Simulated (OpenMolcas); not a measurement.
## 5d5 along the 73-electron sequence

* Program: OpenMolcas
* Method: XMS-CASPT2, IPEA 0.25 Eh, imaginary shift 0.1 Eh
* Basis: ANO-RCC-VTZP
* Scalar Hamiltonian: DKH2, point nucleus
* Spin-orbit coupling: RASSI with atomic mean-field integrals over the reference wave functions, term energies averaged over their components

Active space for each ion: 5 electrons in 5 orbitals (5d); closed shells correlated by CASPT2: 5s 5p.

Computed levels in cm-1 above 6S 5/2:

```json
{"Level": "4G 7/2", "Os3+": "20870", "Ir4+": "22990", "Pt5+": "25070", "Au6+": "27270"}
{"Level": "4G 11/2", "Os3+": "21960", "Ir4+": "24420", "Pt5+": "26820", "Au6+": "29370"}
{"Level": "4G 9/2", "Os3+": "22730", "Ir4+": "25470", "Pt5+": "28220", "Au6+": "31200"}
{"Level": "4P 1/2", "Os3+": "24040", "Ir4+": "26920", "Pt5+": "29910", "Au6+": "33010"}
{"Level": "4D 1/2", "Os3+": "30310", "Ir4+": "34840", "Pt5+": "39560", "Au6+": "44970"}
{"Level": "2I 11/2", "Os3+": "31820", "Ir4+": "35890", "Pt5+": "39930", "Au6+": "44590"}
{"Level": "2I 13/2", "Os3+": "34750", "Ir4+": "39540", "Pt5+": "44210", "Au6+": "49540"}
{"Level": "2H 9/2", "Os3+": "40270", "Ir4+": "45580", "Pt5+": "50950", "Au6+": "56870"}
{"Level": "2F 7/2(1)", "Os3+": "43510", "Ir4+": "50270", "Pt5+": "56830", "Au6+": "64120"}
{"Level": "weight of 6S in the lowest level (%)", "Os3+": "87", "Ir4+": "83", "Pt5+": "79", "Au6+": "73"}
```

Mixed levels, with the weight of the term that names them: Os3+ 4G 7/2 (67 %), Os3+ 4P 1/2 (64 %), Os3+ 4D 1/2 (69 %), Os3+ 2I 11/2 (75 %), Os3+ 2H 9/2 (52 %), Os3+ 2F 7/2(1) (53 %), Ir4+ 4G 7/2 (62 %), Ir4+ 4P 1/2 (62 %), Ir4+ 4D 1/2 (68 %), Ir4+ 2I 11/2 (72 %), Ir4+ 2H 9/2 (51 %), Ir4+ 2F 7/2(1) (59 %), Pt5+ 4G 7/2 (58 %), Pt5+ 4G 11/2 (73 %), Pt5+ 4P 1/2 (61 %), Pt5+ 4D 1/2 (68 %), Pt5+ 2I 11/2 (69 %), Pt5+ 2H 9/2 (51 %), Pt5+ 2F 7/2(1) (58 %), Au6+ 6S 5/2 (73 %), Au6+ 4G 7/2 (54 %), Au6+ 4G 11/2 (67 %), Au6+ 4G 9/2 (73 %), Au6+ 4P 1/2 (60 %), Au6+ 4D 1/2 (69 %), Au6+ 2I 11/2 (66 %), Au6+ 2H 9/2 (52 %), Au6+ 2F 7/2(1) (53 %).

4G 7/2 changes by a factor of 1.31 over the same range, with steps per unit of Z of +2120, +2080, +2200 cm-1.

Term energies are means over components that CASPT2 splits; among the terms shown or strongly mixed into the levels shown the widest spread is 1500 cm-1 (5d5 2I, Ir4+). The CASPT2 spread within a term exceeds the gap to the next term for 5d5 4P and 5d5 4D, 5d5 2F(1) and 5d5 4F, 5d5 2G(1) and 5d5 2H, so the order of their levels is uncertain, and so are names and mixing where such terms share a J (figures for Os3+; the like holds for Ir4+, Pt5+, Au6+). Levels of configurations outside the active space are missing.

A number in round brackets counts repeated terms of one configuration in the order of the reference energies.
